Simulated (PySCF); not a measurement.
Compound: C3H12Si3.
Numbering: `[CH2:1]=[CH:2][SiH2:3][CH:4]([SiH3:5])[SiH3:6]` (hydrogens: H7, H8 on C1; H9 on C2; H10, H11 on Si3; H12 on C4; H13, H14, H15 on Si5; H16, H17, H18 on Si6)

Geometry (PBE0-D3(BJ)/def2-SVP, Å), atoms numbered from 1 in this order:
```
atom  x, y, z in Å
C1     3.295   -0.566   -0.439
C2     2.185   -0.531    0.307
Si3    0.814    0.712    0.039
C4    -0.802   -0.114   -0.492
Si5   -2.177    1.153   -0.734
Si6   -1.329   -1.486    0.687
H7     4.088   -1.304   -0.272
H8     3.466    0.149   -1.253
H9     2.079   -1.276    1.107
H10    1.260    1.673   -1.019
H11    0.550    1.472    1.302
H12   -0.614   -0.583   -1.476
H13   -3.369    0.516   -1.374
H14   -1.716    2.281   -1.602
H15   -2.591    1.714    0.589
H16   -2.679   -2.018    0.321
H17   -0.352   -2.617    0.658
H18   -1.394   -0.954    2.084
```

Method: core-valence-separated Tamm–Dancoff BHandHLYP/aug-pcX-1 (pcseg-1 on H, def2-SVPD on Si) in PySCF, non-relativistic, gas phase, PBE0-D3(BJ)/def2-SVP geometry.

Computed carbon K-edge spectrum, Gaussian lines of 0.4 eV full width, highest printed point 100; it ends one width below the last computed root. The energies are unshifted.

photon energy (eV), absorption and a bar:
```
    281.6          0 
    281.7          2 #
    281.8          9 ###
    281.9         26 ########
    282.0         54 ################
    282.1         85 #########################
    282.2        100 ##############################
    282.3         88 ###########################
    282.4         58 ##################
    282.5         29 #########
    282.6         10 ###
    282.7          3 #
    282.8          0 
    282.9          0 
    283.0          0 
    283.1          0 
    283.2          0 
    283.3          0 
    283.4          0 
    283.5          0 
    283.6          0 
    283.7          0 
    283.8          0 
    283.9          0 
    284.0          0 
    284.1          0 
    284.2          0 
    284.3          0 
    284.4          0 
    284.5          0 
    284.6          0 
    284.7          1 
    284.8          1 
    284.9          2 #
    285.0          5 #
    285.1          9 ###
    285.2         17 #####
    285.3         23 #######
    285.4         26 ########
    285.5         27 ########
    285.6         33 ##########
    285.7         44 #############
    285.8         56 #################
    285.9         62 ###################
    286.0         59 ##################
    286.1         49 ###############
    286.2         39 ############
    286.3         38 ###########
```

**Question.** Where are the maxima, and which lines make them up?

**Answer.** 2 maxima:
- 282.2 eV: C1 (terminal =CH2 carbon), 282.27 eV, f = 0.065, 1s→π*, 55 % of the height at the exact maximum; C2 (alkene CH carbon), 282.13 eV, f = 0.054, 1s→π*, 45 % of the height at the exact maximum
- 285.9 eV: C4 (sp3 carbon bound to silicon), 286.03 eV, f = 0.035, 42 % of the height at the exact maximum; C4 (sp3 carbon bound to silicon), 285.81 eV, f = 0.028, 35 % of the height at the exact maximum

Further lines of some strength in the range: C4, 285.34 eV, f = 0.024; C2, 285.67 eV, f = 0.013; C1, 286.00 eV, f = 0.008.

Roots within 0.03 eV on the same or equivalent atoms count as one line; shares under 12 % aren't listed.

Vibrational structure and lifetime widths aren't in the curve. The ionisation threshold wasn't computed; near and above it a finite basis only mimics Rydberg series and continuum.

Time: 34 s of wall time; peak memory 1.1 GiB. Hardware: Intel Xeon Platinum 8488C, one thread, shared host with 192 logical CPUs at a one-minute load of 120.

One conformer stands for the species.
